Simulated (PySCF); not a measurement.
C₆H₁₀N (doublet state).
Geometry (GFN2-xTB, Å), atoms numbered from 1 in this order:
```
atom  x, y, z in Å
C1    -2.821    0.100    0.579
C2    -1.350   -0.020    0.628
C3    -0.305    0.643    1.097
C4     0.773   -0.304    0.620
C5     1.747    0.257   -0.417
N6     2.712    1.199    0.116
C7    -0.435   -1.110    0.071
H8    -3.145    0.986    1.120
H9    -3.290   -0.777    1.024
H10   -3.162    0.174   -0.455
H11    1.317   -0.805    1.424
H12    2.301   -0.569   -0.876
H13    1.184    0.771   -1.201
H14    3.263    0.760    0.848
H15    2.222    1.983    0.536
H16   -0.449   -1.192   -1.015
H17   -0.569   -2.083    0.540
```

The hyperfine couplings belong to this conformer and change with its torsions.

The species is `CC1=[C][C@H](CN)C1` [radical].

Level of theory: UKS B3LYP, pcH-1 on C H N, non-relativistic, mean-field spin-orbit, GIAO in PySCF. Geometry: GFN2-xTB, one conformer, isolated molecule. The geometry wasn't refined by DFT: couplings that depend on bond lengths, twists or pyramidal angles can differ widely from those at the functional's own minimum. The SCF solution wasn't tested for stability.

(1) Give the principal g shifts and their parts.

(2) At 33.863 GHz, how far is the centre of the isotropic spectrum from where a free electron (g = 2.002319) resonates?

(3) What are the electron Larmor frequencies g μB B/h along the three axes at 3350 mT?

(4) In a frozen sample, at which fields do the three g values resonate at 9.5, 34, 94 and 263 GHz (hyperfine left aside), and which band first spreads them over more than twice a line width of 1.0 mT?

## Answers

(1) 
| Δg (ppm) | 1 | 2 | 3 |
| --- | --- | --- | --- |
| relativistic mass correction | -164 | -164 | -164 |
| gauge correction | 20 | 8 | 12 |
| orbital Zeeman/spin–orbit | -791 | -34 | 1030 |
| total | -935 | -191 | 877 |

So g = 2.00138, 2.00213, 2.00320 and g_iso = 2.00224; the tensor is rhombic: the two nearest values differ by 41 % of g3 − g1. 

(2) B = hν/(g μB) with μB/h = 13.99624 MHz/mT gives 1208.32 mT for the free electron and 1208.37 mT at g_iso, 0.05 mT higher.

(3) 93.8398, 93.8746, 93.9247 GHz for g1, g2 and g3, a range of 85.0 MHz.

(4) 
```json
{"band": "X", "GHz": "9.5", "B(g3) mT": "338.84", "B(g2) mT": "339.02", "B(g1) mT": "339.14", "spread mT": "0.31"}
{"band": "Q", "GHz": "34.0", "B(g3) mT": "1212.67", "B(g2) mT": "1213.32", "B(g1) mT": "1213.77", "spread mT": "1.10"}
{"band": "W", "GHz": "94.0", "B(g3) mT": "3352.69", "B(g2) mT": "3354.47", "B(g1) mT": "3355.72", "spread mT": "3.04"}
{"band": "J", "GHz": "263.0", "B(g3) mT": "9380.38", "B(g2) mT": "9385.39", "B(g1) mT": "9388.88", "spread mT": "8.49"}
```

The spread grows in proportion to the frequency. W band is the first where it exceeds 2.0 mT.

The Mulliken spin populations are largest on C3 (+0.90), C7 (+0.09) and C2 (-0.08). No atom but C3 exceeds +0.15.

The HOMO–LUMO gaps are 6.59 eV among the α and 3.94 eV among the β orbitals.
